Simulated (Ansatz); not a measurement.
Gas-phase reaction R1 → P1 + P2, each structure at its B3LYP-D3(BJ)/def2-TZVP stationary point, reached from a drawn start (curvature not checked).
R1: SiF4 (SMILES F[Si](F)(F)F), charge 0, multiplicity 1.
P1: F3Si (SMILES F[Si](F)F), charge 0, multiplicity 2.
P2: F atom, charge 0, multiplicity 2.

P less R. No zero-point or thermal terms; singlets are restricted closed shells; open shells are unrestricted; no spin–orbit coupling.

Correlated levels freeze the cores.

The values were computed with Ansatz (a program for electronic structure) with Gaussian orbitals. Each number belongs to the level named beside it.

| level | reaction energy (kcal/mol) |
|---|---|
| SVWN5/def2-TZVPP | 183.77 |
| BLYP/def2-TZVPP | 158.41 |
| revPBE/def2-TZVPP | 153.94 |
| B3LYP/def2-TZVPP | 159.64 |
| CAM-B3LYP/def2-TZVPP | 163.41 |
| SCS-MP2/cc-pV(D+d)Z | 152.35 |
| SCS-MP2/cc-pV(T+d)Z | 167.06 |
| SCS-MP2/cc-pV(Q+d)Z | ___ |
| CCSD(T)/cc-pV(Q+d)Z | ___ |

Problem. What belongs in the gaps?

Solution. 
- SCS-MP2/cc-pV(Q+d)Z, reaction energy (kcal/mol): 170.38
- CCSD(T)/cc-pV(Q+d)Z, reaction energy (kcal/mol): 166.89
